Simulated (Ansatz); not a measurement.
Input for Ansatz (a quantum-chemistry and plane-wave program): R-BLYP/def2-TZVPP on BrHSSn (SMILES [SH][Sn][Br]), a point of a torsion scan. Elements past Kr take the def2 small-core potentials; no spin–orbit coupling.

Ansatz 0.2 input:
```yaml
crystal:
  periodic: [false, false, false]
  atoms:
    - {symbol: S, position_ang: [-1.43305202, 0.37087577, 0.53849627]}
    - {symbol: Sn, position_ang: [0.74151151, 1.10362210, -0.39261844]}
    - {symbol: Br, position_ang: [2.21067675, 0.91264285, 1.66358776]}
    - {symbol: H, position_ang: [-1.60865640, -0.66625902, -0.27347666]}
basis:
  gaussian:
    orbitals: def2-TZVPP
hamiltonian:
  xc: {name: BLYP}
scf: {lower_state_search: off}
```

The log:

```
WARN ansatz: RAYON_NUM_THREADS=1 ignored (pool sized by the plan → 1); use --threads N
Functional definition: BLYP
these checks for a lower state are left out or cut short: stability, starts, cluster_reference, orbital_swaps, neighbouring_geometries, increment
integrals: 0.08 GiB planned
1107 factors; their error is unknown
mean field: 0.50 GiB planned
mean field evaluation 1: about -86729.3642 eV, gradient 2.8e1 eV
mean field evaluation 2: about -86696.4317 eV, gradient 8.8e1 eV
mean field evaluation 4: about -86731.6196 eV, gradient 9.0e0 eV
mean field evaluation 8: about -86731.8165 eV, gradient 1.1e-1 eV
mean field evaluation 16: about -86731.7853 eV, gradient 1.9e-4 eV
mean field -86731.78533707 eV, -3187.3343222216 hartree, gradient 3.4e-6 eV, S^2 0.000000; 0 other end points of the search recorded, 0 dependent functions left out
reference -86731.78564027 eV, -3187.3343333640 hartree; 37, 37 occupied and 117, 117 virtual orbitals, 1107 factors
Total energy: -86731.78564027 eV, -3187.3343333640 hartree
Checks for a lower state left out: stability, starts, cluster_reference, orbital_swaps, neighbouring_geometries, increment
```

The run converged.

Cost: about 2.8 core-seconds (a rough figure).
